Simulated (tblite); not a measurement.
Task: Give a GFN2-xTB geometry of `C[SiH2]CC(=O)[SiH2]` [radical]. (Doublet state.)

Result: 
```xyz
15
C3H9OSi2 angstrom
C     -2.2635   -0.5825    0.0295
Si    -0.8353   -0.2699    1.2297
C      0.3527    1.0240    0.4598
C      0.9843    0.4505   -0.7711
O      0.3734    0.3600   -1.8406
Si     2.7178   -0.2012   -0.6790
H     -1.8821   -0.7300   -0.9774
H     -2.8378   -1.4618    0.3063
H     -2.9459    0.2630   -0.0032
H     -1.3120    0.2687    2.5110
H     -0.0671   -1.4997    1.4801
H     -0.2315    1.9021    0.1833
H      1.1112    1.3208    1.1825
H      3.3225   -0.7861   -1.8569
H      3.5092   -0.0500    0.5300
```

Orientation and origin are arbitrary. Atoms count from 1 in this order. Of the pairs four or more bonds apart, O5···H7 is among the closest relative to their van der Waals radii: 2.65 Å, 97 % of the sum of Bondi's values. The C–Si distances run from 1.854 Å (C4–Si6, drawn single) to 1.918 Å (Si2–C3, drawn single), a spread of 0.064 Å. Si6 (silicon bonded to C and 2 H) is planar (angles 120.9°, 119.5° and 119.5°, sum 359.9°, 0.03 Å off the plane of its three neighbours). C4 (carbon bonded to C, O and Si) is planar (angles 122.1°, 119.2° and 118.7°, sum 360.0°, 0.02 Å off the plane of its three neighbours).

Bonds between heavy atoms (Å): C1–Si2 1.891, Si2–C3 1.918, C3–C4 1.498, C4=O5 1.235, C4–Si6 1.854.

Structure optimised with GFN2-xTB, isolated species. This method treats the open shell by occupation alone, without spin polarisation.

Point group: C1 (no symmetry element, even within 0.4 Å). Its GFN2-xTB frequencies are all real (lowest 34 cm⁻¹). Torsions: C1–Si2–C3–C4 -65°, Si2–C3–C4–O5 77°.

One conformer stands for the species.

All values are computed, not measured.
